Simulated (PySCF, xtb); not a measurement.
Ge(H)2(Et)(NH2) (C₂H₉GeN), SMILES [NH2][GeH2][CH2]C. The values are those of a single conformer.

Harmonic wavenumbers (cm⁻¹) from GFN2-xTB (xtb) at its own minimum, in rising order: 51, 155, 185, 217, 253, 438, 522, 553, 623, 645, 668, 744, 803, 842, 970, 1008, 1067, 1235, 1264, 1412, 1463, 1499, 1503, 1511, 1833, 1977, 2959, 2973, 3005, 3010, 3020, 3425, 3450.

### Question
What does PySCF with PBE-D3(BJ)/def2-SVP give at its own minimum? (Estimate from the structure and the level; the computed values follow.)

### Answer
54, 146, 163, 218, 280, 462, 541, 569, 633, 670, 688, 763, 843, 902, 945, 955, 1029, 1196, 1207, 1341, 1385, 1424, 1430, 1509, 1994, 2072, 2959, 2985, 3035, 3041, 3054, 3431, 3521. Paired by order, the mean absolute difference is 38 cm⁻¹ and the zero-point energies are 64.7 and 65.0 kcal/mol.
